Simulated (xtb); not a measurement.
SSi, charge -1, doublet, from a rough starting geometry (a state made from the parent by changing its charge; the spin is typed, not shown lowest); GFN2-xTB (xtb 6.7.1).

The xtb input:
```
$ xtb mol.xyz --gfn 2 --chrg -1 --uhf 1 --opt vtight --json

# file mol.xyz
2

Si     0.94276378    -0.04674641    -0.00802147
S     -0.97384135    -0.03261159     0.00674962
```

The log (banner, timings and long lists left out):

```
   ID    Z sym.   atoms
    1   14 Si     1
    2   16 S      2

           -------------------------------------------------
          |                Calculation Setup                |
           -------------------------------------------------

           -------------------------------------------------
          |                 G F N 2 - x T B                 |
           -------------------------------------------------

          ...................................................
          :                      SETUP                      :
          :.................................................:
          :  # basis functions                  20          :
          :  # atomic orbitals                  18          :
          :  # shells                            6          :
          :  # electrons                        11          :
          :  max. iterations                   250          :
          :  Hamiltonian                  GFN2-xTB          :
          :  restarted?                      false          :
          :  GBSA solvation                  false          :
          :  PC potential                    false          :
          :  electronic temp.          300.0000000     K    :
          :  accuracy                    1.0000000          :
          :  -> integral cutoff          0.2500000E+02      :
          :  -> integral neglect         0.1000000E-07      :
          :  -> SCF convergence          0.1000000E-05 Eh   :
          :  -> wf. convergence          0.1000000E-03 e    :
          :  Broyden damping             0.4000000          :
          :  net charge                         -1          :
          :  unpaired electrons                  1          :
          ...................................................

 iter      E             dE          RMSdq      gap      omega  full diag
   1     -5.1191936 -0.511919E+01  0.108E+01    0.00       0.0  T
   2     -5.1204525 -0.125890E-02  0.669E+00    0.00       1.0  T
   3     -5.1207691 -0.316552E-03  0.137E+00    0.00       1.0  T
   4     -5.1207840 -0.149110E-04  0.727E-01    0.00       1.0  T
   5     -5.1208088 -0.248142E-04  0.175E-01    0.00       1.0  T
   6     -5.1207997  0.909585E-05  0.182E-01    0.00       1.0  T
   7     -5.1208135 -0.138200E-04  0.655E-02    0.00       1.1  T
   8     -5.1208153 -0.178789E-05  0.576E-03    0.00      12.3  T
   9     -5.1208153 -0.135815E-08  0.148E-03    0.00      47.9  T
  10     -5.1208153 -0.155372E-08  0.900E-05    0.00     785.8  T
  11     -5.1208153  0.454747E-12  0.346E-05    0.00    2040.9  T

   *** convergence criteria satisfied after 11 iterations ***

         :::::::::::::::::::::::::::::::::::::::::::::::::::::
         ::                     SUMMARY                     ::
         :::::::::::::::::::::::::::::::::::::::::::::::::::::
         :: total energy              -5.078746310773 Eh    ::
         :: gradient norm              0.166239095089 Eh/a0 ::
         :: HOMO-LUMO gap              0.000000000049 eV    ::
         ::.................................................::
         :: SCC energy                -5.120815299842 Eh    ::
         :: -> isotropic ES            0.160540747561 Eh    ::
         :: -> anisotropic ES         -0.006755472276 Eh    ::
         :: -> anisotropic XC         -0.001089751429 Eh    ::
         :: -> dispersion             -0.001168897968 Eh    ::
         :: repulsion energy           0.042068989068 Eh    ::
         :: add. restraining           0.000000000000 Eh    ::
         :: total charge              -1.000000000000 e     ::
         :::::::::::::::::::::::::::::::::::::::::::::::::::::

      -----------------------------------------------------------
     |                   =====================                   |
     |                        A N C O P T                        |
     |                   =====================                   |
[...]
 * total energy  :    -5.0787463 Eh     change       -0.6705747E-12 Eh
 * total energy  :    -5.0941281 Eh     change       -0.1538174E-01 Eh
 * total energy  :    -5.0945557 Eh     change       -0.4276101E-03 Eh
 * total energy  :    -5.0946909 Eh     change       -0.1352726E-03 Eh
 * total energy  :    -5.0946931 Eh     change       -0.2140192E-05 Eh
 * total energy  :    -5.0946943 Eh     change       -0.1213217E-05 Eh
 * total energy  :    -5.0946943 Eh     change       -0.1356337E-09 Eh
   *** GEOMETRY OPTIMIZATION CONVERGED AFTER 7 ITERATIONS ***
         :: total energy              -5.094694286350 Eh    ::
[...]
         1        2.0000           -0.4251438             -11.5688
         2        2.0000           -0.2759947              -7.5102
         3        2.0000           -0.0997639              -2.7147
         4        2.0000           -0.0997639              -2.7147
         5        2.0000           -0.0914812              -2.4893
         6        0.5000           -0.0023610              -0.0642 (HOMO)
         7        0.5000           -0.0023609              -0.0642 (LUMO)
         8                          0.0966528               2.6301
         9                          0.2018004               5.4913
        10                          0.2018004               5.4913
        11                          0.2326114               6.3297
        12                          0.2326114               6.3297
        13                          0.2611929               7.1074
        14                          0.2611929               7.1074
        15                          0.2849605               7.7542
        16                          0.3352273               9.1220
        17                          0.3352274               9.1220
        18                          0.9585046              26.0822
      -------------------------------------------------------------
                  HL-Gap            0.0000001 Eh            0.0000 eV
             Fermi-level           -0.0246410 Eh           -0.6705 eV

     #   Z          covCN         q      C6AA      α(0)
     1  14 Si       0.879     0.021   245.929    34.079
     2  16 S        0.879    -1.021   189.597    23.290

 Mol. C6AA /au·bohr⁶  :        855.112350
 Mol. C8AA /au·bohr⁸  :      51716.926502
 Mol. α(0) /au        :         57.368547

Wiberg/Mayer (AO) data.
largest (>0.10) Wiberg bond orders for each atom

 ---------------------------------------------------------------------------
     #   Z sym  total        # sym  WBO       # sym  WBO       # sym  WBO
 ---------------------------------------------------------------------------
     1  14 Si   1.558 --     2 S    1.558
     2  16 S    1.558 --     1 Si   1.558
 ---------------------------------------------------------------------------

Topologies differ in total number of bonds
Writing topology from bond orders to xtbtopo.mol

molecular dipole:
                 x           y           z       tot (Debye)
 q only:        2.092       0.060      -0.015
   full:        1.330       0.065      -0.009       3.385
molecular quadrupole (traceless):
                xx          xy          yy          xz          yz          zz
 q only:       -4.032      -0.191       2.013       0.042       0.001       2.019
  q+dip:       -7.064      -0.072       3.529       0.079       0.000       3.535
   full:       -7.941      -0.062       3.967       0.089       0.000       3.974

           -------------------------------------------------
          |                Geometry Summary                 |
           -------------------------------------------------

      molecular mass/u    :       60.1502861
   center of mass at/Å    :       -0.0847799      -0.0391684      -0.0001023
  moments of inertia/u·Å² :       -0.4470874E-14   0.6561074E+02   0.6561074E+02
rotational constants/cm⁻¹ :       -0.3770545E+16   0.2569340E+00   0.2569340E+00

 * 1 selected distances

     #   Z          #   Z                                           value/Å
     0   0          0   0                                         0.0000000 (max)

 * 0 distinct bonds (by element types)

   Z      Z             #   av. dist./Å        max./Å        min./Å

optimized geometry written to: xtbopt.xyz

           -------------------------------------------------
          | TOTAL ENERGY               -5.094694286350 Eh   |
          | GRADIENT NORM               0.000000497161 Eh/α |
          | HOMO-LUMO GAP               0.000002398580 eV   |
           -------------------------------------------------

normal termination of xtb
```
